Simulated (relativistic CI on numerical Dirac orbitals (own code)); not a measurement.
Crystal-field levels of Ta4+, 5d

Calculated by Dirac-Coulomb-Breit CI, KLI orbitals optimised for each configuration, QED by a radiative potential, valence Slater integrals scaled by 0.8, one configuration in a parametric crystal field (own radial code).

Field parameters in Wybourne normalisation: Oh B⁴₀ = 21Dq, B⁴₄ = √(5/14) B⁴₀. The field is a parameter set, without covalency.

S is read from ⟨S²⟩ = S(S + 1).

Levels (cm⁻¹, degeneracy): 0 (4), 3817 (2), 30631 (4).

(1) Which field gives this pattern?
A. Oh, 10Dq = 28900 cm⁻¹
B. Oh, 10Dq = 22100 cm⁻¹
C. Oh, 10Dq = 42500 cm⁻¹
D. Oh, 10Dq = 35700 cm⁻¹

## Answers

(1) A. Oh, 10Dq = 28900 cm⁻¹, ground level with S = 0.50.
